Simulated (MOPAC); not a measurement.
Job for MOPAC: PM7 on AuO, 2S+1 = 2, a spin state set in the input, which need not be the lowest, a point of a bond scan (R = 1.941 Å).

```
PM7 1SCF PRECISE CHARGE=0 UHF MS=0.5 THREADS=1
AuO

Au     0.00000000 1     0.00000000 1     0.00000000 1
O      0.00000000 1     0.00000000 1     1.94057800 1
```

The log:

```
*******************************************************************************
 **                                                                           **
 **                              MOPAC v23.2.5                                **
 **                                                                           **
 *******************************************************************************
 ** MOPAC's Digital Object Identifier: https://doi.org/10.5281/zenodo.6511958 **
 **                                                                           **
 ** Please cite the open-source release paper for use of this MOPAC version:  **
 ** J. E. Moussa and J. J. P. Stewart (2026)                                  **
 ** MOPAC: An open-source semiempirical molecular orbital program             **
 ** J. Open Source Softw., 11(119), 8025, https://doi.org/10.21105/joss.08025 **
 *******************************************************************************

                              PM7 CALCULATION RESULTS

 *******************************************************************************
 *  PM7        - The PM7 Hamiltonian to be used
 *  UHF        - UNRESTRICTED HARTREE-FOCK CALCULATION
 *
 *
 *
 *                 CHARGE ON SYSTEM = 0
 *
 *
 *
 *  MS=        - IN MECI, MAGNETIC COMPONENT OF SPIN =  0.5
 *  PRECISE    - TIGHTER CRITERIA TO BE USED
 *  1SCF       - DO 1 SCF AND THEN STOP
 *  THREADS=1  - MULTI-THREADING NOT USED
 *  T=         - A TIME OF 172800.0 SECONDS REQUESTED
 *  DUMP=N     - RESTART FILE WRITTEN EVERY 7200.0 SECONDS REQUESTED
 *******************************************************************************
PM7 1SCF PRECISE CHARGE=0 UHF MS=0.5 THREADS=1
 AuO

   ATOM   CHEMICAL          X               Y               Z
  NUMBER   SYMBOL      (ANGSTROMS)     (ANGSTROMS)     (ANGSTROMS)

     1      Au          0.00000000  *   0.00000000  *   0.00000000  *
     2       O          0.00000000  *   0.00000000  *   1.94057800  *



          CARTESIAN COORDINATES

    NO.       ATOM           X           Y           Z

     1        Au          0.0000      0.0000      0.0000
     2         O          0.0000      0.0000      1.9406

 General Reference for PM7:
 "Optimization of Parameters for Semiempirical Methods VI: More Modifications to the
 NDDO Approximations and Re-optimization of Parameters", J. J. P. Stewart, J. Mol. Mod., 1:32, 19 (2013)
 https://link.springer.com/article/10.1007/s00894-012-1667-x

           Empirical Formula: O Au  =     2 atoms



      MOLECULAR POINT GROUP   :   C*v


          UHF CALCULATION, NO. OF ALPHA ELECTRONS =    9
                           NO. OF BETA  ELECTRONS =    8

 -------------------------------------------------------------------------------
 PM7 1SCF PRECISE CHARGE=0 UHF MS=0.5 THREADS=1
 AuO



     1SCF WAS SPECIFIED, SO BFGS WAS NOT USED
     SCF FIELD WAS ACHIEVED


                              PM7 CALCULATION
                                                       MOPAC v23.2.5 Linux




          FINAL HEAT OF FORMATION =        145.57280 KCAL/MOL =     609.07658 KJ/MOL


          COSMO AREA              =         64.22 SQUARE ANGSTROMS
          COSMO VOLUME            =         45.14 CUBIC ANGSTROMS

          IONIZATION POTENTIAL    =          9.315448 EV
          ALPHA SOMO LUMO (EV)    =         -9.717 -0.550
          BETA  SOMO LUMO (EV)    =         -9.315 -2.630
          NO. OF ALPHA ELECTRONS  =          9
          NO. OF BETA  ELECTRONS  =          8
          MOLECULAR WEIGHT        =        212.9659         POINT GROUP:  C*v

          MOLECULAR DIMENSIONS (Angstroms)

            Atom       Atom       Distance
            O     2   Au     1     1.94058
            O     2   Au     1     0.00000
           Au     1    O     2     0.00000


          SCF CALCULATIONS        =          1





   ATOM   CHEMICAL          X               Y               Z
  NUMBER   SYMBOL      (ANGSTROMS)     (ANGSTROMS)     (ANGSTROMS)

     1      Au          0.00000000  *   0.00000000  *   0.00000000  *
     2       O          0.00000000  *   0.00000000  *   1.94057800  *

                             CARTESIAN COORDINATES

   1   Au        0.000000000     0.000000000     0.000000000
   2    O        0.000000000     0.000000000     1.940578000


           Empirical Formula: O Au  =     2 atoms



      MOLECULAR POINT GROUP   :   C*v


          ALPHA EIGENVALUES
 -24.58562 -15.07379 -14.29079 -14.29079 -14.23131 -14.23131 -11.46115  -9.71736
  -9.71736  -0.55042  65.53730  65.53730  66.35827


           BETA EIGENVALUES
 -23.34621 -14.20866 -13.71527 -13.71527 -13.00981 -13.00981  -9.31545  -9.31545
  -2.62995   0.20646  66.13241  66.35330  66.35330


              NET ATOMIC CHARGES AND DIPOLE CONTRIBUTIONS

  ATOM NO.   TYPE          CHARGE      No. of ELECS.   s-Pop       p-Pop       d-Pop
    1         Au           0.504413       10.4956     0.82658     0.01272     9.65628
    2          O          -0.504413        6.5044     1.91612     4.58830
 DIPOLE           X         Y         Z       TOTAL
 POINT-CHG.     0.000     0.000    -4.702     4.702
 HYBRID        -0.000    -0.000    -0.514     0.514
 SUM           -0.000    -0.000    -5.216     5.216


          ATOMIC ORBITAL ELECTRON POPULATIONS

     Atom    s        px        py        pz      x^2-y^2     xz        z^2       yz        xy
    1 Au   0.82658   0.00188   0.00188   0.00897   2.00000   1.99996   1.65637   1.99996   2.00000
    2  O   1.91612   1.99817   1.99817   0.59196


                    (SZ)    =    0.500000
                    (S**2)  =    0.785260


          ATOMIC ORBITAL SPIN POPULATIONS

    Atom   Total    s     px     py     pz   x^2-y^2  xz     z^2    yz     xy
         Atomic
    1 Au  0.7146  0.650  0.000  0.000  0.000  0.000  0.000  0.064  0.000 -0.000
    2  O  0.2854  0.031 -0.000 -0.000  0.254

 **********************
 *                    *
 * JOB ENDED NORMALLY *
 *                    *
 **********************




 == MOPAC DONE ==
```

The run finished.

Cost: about 0.020 core-seconds (a rough figure).
